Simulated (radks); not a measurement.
Values are calculated unless marked as measured or tabulated.
Spin polarisation of the 4p5 shell in neutral bromine. Start: [Ar] 3d10 4s2 4p(up 2.5, down 2.5); electrons of 4p are moved from spin down to spin up, other shells keep equal spins. Code: a radial shooting solver on a logarithmic mesh with Libxc functionals. Model: scalar-relativistic Kohn-Sham, PBE, spin-polarised, spherical densities, finite nucleus; Fermi nuclear charge, rms radius of each element as measured or else 0.836 A^(1/3) + 0.57 fm.

| moment (Bohr magnetons) | E - E(0) (eV) | e(4p up) (eV) | e(4p down) (eV) | 4s down minus up (eV) | 3d down minus up (eV) |
|---|---|---|---|---|---|
| 0 | 0.000 | -7.860 | -7.860 | 0.000 | 0.000 |
| 0.25 | -0.012 | -7.952 | -7.764 | 0.196 | 0.027 |
| 0.5 | -0.047 | -8.040 | -7.664 | 0.392 | 0.054 |
| 0.75 | -0.105 | -8.124 | -7.561 | 0.588 | 0.081 |
| 1 | -0.188 | -8.204 | -7.452 | 0.785 | 0.108 |

At moment 1 the spin-polarisation energy is -0.188 eV and the 4p exchange splitting 0.752 eV, that is 0.752 eV per Bohr magneton; E = -I m^2/4 would give I = 0.751 eV.
